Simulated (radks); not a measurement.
Task: All-electron atom: La II in [Xe] 5d2 (the NIST ground configuration). Calculated with a radial shooting solver on a logarithmic mesh with Libxc functionals: scalar-relativistic Kohn-Sham, Slater X-alpha with alpha = 0.667, spin-polarised, spherical densities, finite nucleus; open shells are filled with parallel spins first (spin-orbit coupling, left out, can overturn this in heavy ions); Fermi nuclear charge, rms radius 4.855 fm. Some entries of the table are withheld. Estimate them.

orbital  occ.  eigenvalue (eV)  <r^2> (bohr^2)  <r> (bohr)
1s down     1        -38709.21       0.0008551     0.02509
1s up       1        -38709.20       0.0008551     0.02509
2s up       1        -6164.772         0.01364      0.1075
2s down     1        -6164.726         0.01364      0.1075
2p up       3        -5528.649         0.01085     0.09428
2p down     3        -5528.614         0.01085     0.09428
3s up       1        -1319.689         0.09320      0.2856
3s down     1        -1319.661         0.09320      0.2856
3p up       3        -1116.487         0.09317      0.2835
3p down     3        -1116.458         0.09317      0.2835
3d up       5        -823.5731         0.07984      0.2601
3d down     5        -823.5335         0.07983      0.2601
4s up       1        -267.9740          0.4838      0.6547
4s down     1        -267.8999          0.4838      0.6548
4p up       3        -201.8406          0.5474      0.6938
4p down     3        -201.7691          0.5474      0.6938
4d up       5              (1)          0.6858         (2)
4d down     5              (3)          0.6851         (4)
5s up       1         -41.9544           2.759       1.566
5s down     1         -41.3046           2.714       1.554
5p up       3         -25.6396           3.799         (5)
5p down     3         -24.7107           3.688         (6)
5d up       2          -6.9619           10.45       2.975
5d down     0          -5.3345           10.19       2.919

Result: 
(1) 4d up eigenvalue (eV): -106.1047
(2) 4d up <r> (bohr): 0.7688
(3) 4d down eigenvalue (eV): -106.0222
(4) 4d down <r> (bohr): 0.7685
(5) 5p up <r> (bohr): 1.829
(6) 5p down <r> (bohr): 1.804
